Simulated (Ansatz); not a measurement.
Breaking a bond: Si(Me)(OMe)3, SMILES [Si](OC)(C)(OC)OC (C4H12O3Si). The Si1–O17 bond (Si1 also carries C, O, O; O17 carries C) is varied alone, starting from the PBE0/def2-SVP optimised geometry.

Method: unrestricted PBE0/def2-SVP in Ansatz (an electronic-structure program).

### Question
Relative to R = 1.65 Å, what are the energies at R = 1.60, 2.00, 2.43, 3.08 Å?

### Answer
0.047 eV at 1.60 Å, 1.119 eV at 2.00 Å, 3.088 eV at 2.43 Å, 4.691 eV at 3.08 Å.

The unrestricted determinant behind UKS-PBE0 is spin-contaminated at 2.68 to 4.82 Å (<S²> up to 1.0, against 0.00 for a pure singlet).
